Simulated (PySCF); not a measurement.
Work out the structure from these simulated measurements.

Formula: C4H14AlBO.

| Quantity | Value |
| --- | --- |
| UV, first state | lowest singlet excitation: 6.10 eV (203 nm, f = 0.003) [TDDFT CAM-B3LYP/def2-SVPD] |
| Polarisability | 99.9 au [CAM-B3LYP/def2-SVPD] |
| Dipole | 5.47 D [CAM-B3LYP/def2-SVPD] |
| 13C NMR | chemical shifts (computed TMS as zero) by class: 78.1 (1 C), 63.0 (1 C), 11.5 (2 C) ppm [GIAO CAM-B3LYP/pcSseg-1] |
| Rotational structure | rotational constants A, B, C: 2.886, 1.132, 1.060 GHz [PBE0-D3(BJ)/def2-SVP] |
| UV, strongest line | among the 10 lowest singlet transitions: S8 at 7.36 eV (168 nm, f = 0.081) [TDDFT CAM-B3LYP/def2-SVPD] |
| NMR, other nuclei | isotropic shieldings of nuclei other than C and H, by class: 9 (1 B), 338 (1 O), 399 (1 Al) ppm [GIAO CAM-B3LYP/pcSseg-1] |
| 1H NMR | chemical shifts (computed TMS as zero) by class: 4.04 (3 H), 3.99 (2 H), 3.64 (3 H), 0.95 (6 H) ppm [GIAO CAM-B3LYP/pcSseg-1] |
| Valence photoelectron | vertical ionisation energy: 9.52 eV [ΔSCF CAM-B3LYP/def2-SVPD] |

Electronic properties: PySCF, gas phase, density fitting. Levels stand in brackets. One conformer (not necessarily the lowest) at the PBE0-D3(BJ)/def2-SVP geometry, without solvent, vibrations or thermal averaging. NMR classes are plain means over equivalent atoms (diastereotopic ones count apart unless rotation or inversion swaps them), as if these changed places fast.

Problem. Propose a structure and show how it fits.

Solution. Numbering: `[CH3:1][B:2]([CH3:3])[CH2:4][O+:5]([CH3:6])[AlH3-:7]`. 4 carbons fall into 3 classes; from least to most shielded: sp3 carbon bound to oxygen [C4] (78.1 ppm), O-methyl carbon [C6] (63.0 ppm), sp3 carbon bound to boron [C1/C3] (11.5 ppm, 2 C). Hydrogen classes from least to most shielded: 3 H on an aluminium bonded to O and 3 H, Al7 (4.04 ppm), 2 H on an sp3 carbon bound to oxygen, C4 (3.99 ppm, a mean of values up to 0.9 ppm apart in this geometry), 3 H on an O-methyl carbon, C6 (3.64 ppm, a mean of values up to 1.1 ppm apart in this geometry), 6 H on 2 like atoms (sp3 carbon bound to boron), C1/C3 (0.95 ppm, a mean of values up to 1.4 ppm apart in this geometry). The other shieldings belong to: 9 ppm, three-coordinate boron [B2]; 338 ppm, oxygen bonded to Al and 2 C [O5]; 399 ppm, aluminium bonded to O and 3 H [Al7]. The first electron is taken from the HOMO, whose largest Löwdin shares are 0.34 on the aluminium bonded to O and 3 H, 0.28 on an Al–H hydrogen, 0.25 on an Al–H hydrogen and 0.07 on the oxygen bonded to Al and 2 C. The optimised geometry has point group C1 and is an asymmetric top. Structure: `[AlH3-][O+](C)CB(C)C`. The assignments are read from this structure; whether some other isomer fits the data as well wasn't checked.

The values belong to the conformer `[CH3:1][B:2]([CH3:3])[CH2:4][O+:5]([CH3:6])[AlH3-:7]`: C1–B2–C4–O5 -175°, B2–C4–O5–C6 -82°.
